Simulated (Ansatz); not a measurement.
Question: Predict a relaxed structure of (H2B-mu-NMe2)2 (C4H16B2N2), charge 0, singlet, at r2SCAN-D4/def2-SVP (Ansatz).

Answer: 
Cartesian coordinates in Å:
```
B 0.4429 -0.1422 -0.9974
B -0.4534 0.1450 0.9921
C 1.5876 1.6600 0.4757
C -0.5117 2.2287 -0.5527
C 0.5190 -2.2193 0.5545
C -1.5862 -1.6716 -0.4732
N 0.3103 1.1313 -0.0236
N -0.3127 -1.1306 0.0223
H -0.1913 0.0116 -2.0263
H 1.6065 -0.4660 -1.1592
H 0.1709 -0.0060 2.0277
H -1.6184 0.4689 1.1416
H 2.2001 0.8399 0.8692
H 1.4097 2.3878 1.2849
H 2.1413 2.1546 -0.3398
H -0.7205 2.9663 0.2402
H 0.0104 2.7306 -1.3843
H -1.4645 1.8325 -0.9238
H 1.4691 -1.8142 0.9229
H 0.0021 -2.7222 1.3889
H 0.7328 -2.9582 -0.2358
H -2.2053 -0.8581 -0.8700
H -1.4034 -2.4021 -1.2791
H -2.1353 -2.1668 0.3451
```
Point group D2h (tolerance 0.1 Å). This is one stationary point.

Another isomer (singlet) lies 2.57 eV lower at PBE0-D4/def2-TZVP; other spin states weren't run for this one.
